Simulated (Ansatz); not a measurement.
The same molecule with X = B, Ga, In. Ansatz, PBE0-D4/def2-TZVP geometries, multiplicity 2.

Elements past krypton have def2 core potentials. Scalar relativity is left out up to krypton.

```json
{"X": "Ga", "molecule": "`[GaH2]`•", "mean X–H bond length / Å": "1.593", "size of the dipole moment (B3LYP/def2-TZVPP) / D": "0.30", "size of the dipole moment (PBE/def2-TZVPP) / D": "0.21", "size of the dipole moment (ωB97M-V/def2-TZVPP) / D": "0.32"}
{"X": "In", "molecule": "`[InH2]`•", "mean X–H bond length / Å": "1.758", "size of the dipole moment (B3LYP/def2-TZVPP) / D": "0.48", "size of the dipole moment (PBE/def2-TZVPP) / D": "0.38", "size of the dipole moment (ωB97M-V/def2-TZVPP) / D": "0.46"}
```

Q: Give the row for X = B, `[BH2]`•. (Estimate.)

A: Computed: 
```tsv
X	molecule	mean X–H bond length / Å	size of the dipole moment (B3LYP/def2-TZVPP) / D	size of the dipole moment (PBE/def2-TZVPP) / D	size of the dipole moment (ωB97M-V/def2-TZVPP) / D
B	`[BH2]`•	1.191	0.49	0.51	0.50
```

From B to In the mean X–H bond length rises at each step, by 0.567 Å in all. Bonds lengthen as the atom grows down the group. Dipoles are sizes alone, and their direction can turn along the series.

B3LYP here is the variant with VWN-RPA as its local correlation; programs differ in this.
